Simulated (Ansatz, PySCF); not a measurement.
System: C₂HF₄, charge 0, multiplicity 2. It need not be the lowest isomer of its formula. SMILES: F[CH]C(F)(F)F
Structure (B3LYP-D3(BJ)/def2-TZVP (Ansatz, a quantum-chemistry and plane-wave program) minimum search):
```
C
F 1 1.3438
F 1 1.3439 2 108.66
F 1 1.3540 2 106.64 3 115.73
C 1 1.4864 2 112.03 4 123.61
F 5 1.3270 1 115.84 2 -55.85
H 5 1.0801 6 116.75 1 155.98
```
Charge 0, spin multiplicity 2.

Property: atomisation energy (electronic, to ground-state atoms), in kJ/mol. Cores are frozen in the correlated levels unless marked. UHF or UKS for open shells. No spin-orbit coupling. No relativistic terms. The coupled-cluster limit lacks core correlation, which all-electron functionals hold. Basis-set limits of correlation are two-point, X^-3; Hartree-Fock from the larger set. The bracket is a focal-point correction in the basis named.

```
level                                                     program  atomisation energy (kJ/mol)
-------------------------------------------------  --------------  ---------------------------
HF-D4/def2-TZVPD                                    PySCF + dftd4                       1883.5
BLYP/def2-TZVPD                                            Ansatz                       2733.9
revPBE-D3(BJ)/def2-TZVPD                           Ansatz + dftd3                            ?
r2SCAN/def2-TZVPD                                          Ansatz                       2770.8
PBE0/def2-SVP                                              Ansatz                            ?
PBE0/def2-TZVPD                                            Ansatz                            ?
HSE06-D3(BJ)/def2-TZVPD                            Ansatz + dftd3                       2763.1
LC-wPBE/def2-TZVPD                                         Ansatz                            ?
B2GP-PLYP/def2-TZVPD                                       Ansatz                       2688.8
RI-MP2/CBS(cc-pVTZ,cc-pVQZ)+[CCSD(T)-MP2]/cc-pVTZ          Ansatz                       2722.7
```

**Question.** Fill in the missing entries.

**Answer.** 
- revPBE-D3(BJ)/def2-TZVPD, atomisation energy (kJ/mol): 2748.7
- PBE0/def2-SVP, atomisation energy (kJ/mol): 2821.3
- PBE0/def2-TZVPD, atomisation energy (kJ/mol): 2753.2
- LC-wPBE/def2-TZVPD, atomisation energy (kJ/mol): 2777.7
